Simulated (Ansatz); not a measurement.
Consider the isomerisation: `NCBBr` → `NBCBr`.

Computed with Ansatz on PBE0-D4/def2-TZVP structures; ΔE is electronic, products minus reactants. CCSD(T)/CBS is the MP2 limit (def2-TZVPP, def2-QZVPP) plus CCSD(T) − MP2 in def2-TZVPP, frozen cores. Functionals use def2-TZVPP. B3LYP here is the variant with VWN-RPA as its local correlation; programs differ in this. For Br outer-core shells are correlated without core-valence functions, which leaves a few kJ/mol of doubt a bond. Scalar relativity is left out up to krypton. One conformer a species, not always the lowest.

`NCBBr`:

Z-matrix (Å, degrees):
```
C
B 1 1.546
N 1 1.443 2 118.4
H 1 1.100 2 106.7 3 125.2
H 1 1.113 2 101.7 3 -127.0
Br 2 1.910 1 121.9 3 12.0
H 2 1.191 1 121.6 3 -171.2
H 3 1.011 1 111.5 2 -38.9
H 3 1.010 1 112.1 2 -160.8
```

`NBCBr`:

Cartesian coordinates in Å:
```
N 0.793 -0.165 -1.186
B 0.656 0.067 0.168
C -0.743 0.114 0.884
Br -2.274 -0.183 -0.291
H -0.008 -0.315 -1.781
H 1.679 -0.199 -1.657
H 1.634 0.243 0.841
H -0.918 1.082 1.357
H -0.818 -0.644 1.665
```

Question: Is it downhill or uphill in electronic energy at CCSD(T)/CBS, and by how much? (Estimate.)

Answer: Computed: Downhill: ΔE = -0.91 eV.

Question: What do these levels give: PBE0-D4, ωB97X-V, ωB97M-V, PBE, r2SCAN, PBE0, B3LYP, HF/def2-TZVPP, MP2/def2-TZVPP, HF/CBS(def2), MP2/CBS(def2), CCSD/CBS(def2)? (Estimate.)

Answer: Ansatz gave: PBE0-D4 -0.90, ωB97X-V -0.90, ωB97M-V -0.93, PBE -0.91, r2SCAN -0.92, PBE0 -0.90, B3LYP -0.96, HF/def2-TZVPP -0.88, MP2/def2-TZVPP -0.92, HF/CBS(def2) -0.88, MP2/CBS(def2) -0.91, CCSD/CBS(def2) -0.90 eV.

Largest T1 diagnostic among the species: 0.010.

In def2-TZVPP, CCSD(T) changes the Hartree–Fock value by −0.04 eV (the triples alone add −0.01 eV) and MP2 by −0.04 eV.
